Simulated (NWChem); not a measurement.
A series in which one site is exchanged, each optimised at PBE0/def2-SVP with NWChem, gas phase unless a solvent is named. All stand in one matching conformer (torsions within 35°), which need not be the lowest. Some are not confirmed as minima by frequencies. def2 effective core potentials on Cd, I; no spin-orbit coupling.

A: [Cd]([I])[SeH] (CdHSeI; site = Cd)
B: [SeH][Mg][I] (MgHSeI; site = Mg)
C: [I][Zn][SeH] (ZnHSeI; site = Zn)
D: [SeH][Se]I (HSe2I; site = Se)

Problem. Rank them by dipole (D), PBE0/def2-SVP, lowest first.

Solution. B (0.74), C (0.89), A (1.06), D (1.42)
